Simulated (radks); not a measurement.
Spin polarisation of the 4f6 shell in Sm. Start: [Xe] 4f(up 3, down 3) 6s2; electrons of 4f are moved from spin down to spin up, other shells keep equal spins. Calculated with a radial shooting solver on a logarithmic mesh with Libxc functionals: scalar-relativistic Kohn-Sham, PBE, spin-polarised, spherical densities, point nucleus.

moment (Bohr magnetons),E - E(0) (eV),e(4f up) (eV),e(4f down) (eV),6s down minus up (eV),5p down minus up (eV),5s down minus up (eV)
0,0.000,-2.472,-2.472,0.000,0.000,0.000
1,-0.168,-2.789,-2.117,0.036,0.333,0.450
2,-0.673,-3.069,-1.726,0.073,0.668,0.901
3,-1.511,-3.308,-1.299,0.111,1.004,1.354
4,-2.682,-3.499,-0.831,0.150,1.343,1.809
5,-4.180,-3.630,-0.316,0.192,1.686,2.266

At moment 5 the spin-polarisation energy is -4.180 eV and the 4f exchange splitting 3.315 eV, that is 0.663 eV per Bohr magneton; E = -I m^2/4 would give I = 0.669 eV.
